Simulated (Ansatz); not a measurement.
`C=C[Se]CC` and `B[Se]CC` differ in one atom or group.

Ansatz, PBE0-D4/def2-TZVP geometries, multiplicity 1. Each molecule was computed in one conformer, which needn't be the lowest.

Scalar relativity is left out up to krypton.

| property | `C=C[Se]CC` |
| --- | --- |
| LUMO energy (ωB97M-V/def2-TZVPP) / eV | 2.12 |
| HOMO–LUMO gap (B3LYP/def2-TZVPP) / eV | 5.71 |
| size of the dipole moment (PBE/def2-TZVPP) / D | 1.17 |
| size of the dipole moment (ωB97M-V/def2-TZVPP) / D | 1.21 |
| HOMO energy (ωB97M-V/def2-TZVPP) / eV | -8.12 |
| HOMO–LUMO gap (PBE0/def2-TZVPP) / eV | 6.13 |

**Question.** Give the same properties after the change, and the shifts. (Estimate.)

**Answer.** The calculation gave: 
| property | `B[Se]CC` | shift |
| --- | --- | --- |
| LUMO energy (ωB97M-V/def2-TZVPP) / eV | 0.65 | -1.47 |
| HOMO–LUMO gap (B3LYP/def2-TZVPP) / eV | 5.72 | 0.01 |
| size of the dipole moment (PBE/def2-TZVPP) / D | 1.87 | 0.70 |
| size of the dipole moment (ωB97M-V/def2-TZVPP) / D | 1.72 | 0.51 |
| HOMO energy (ωB97M-V/def2-TZVPP) / eV | -9.50 | -1.38 |
| HOMO–LUMO gap (PBE0/def2-TZVPP) / eV | 6.14 | 0.01 |

Dipoles are sizes alone; their direction can turn.

B3LYP here is the variant with VWN-RPA as its local correlation; programs differ in this.

Spin–orbit coupling is left out; it splits and shifts lone-pair levels of the heavy atoms by tenths of an eV.
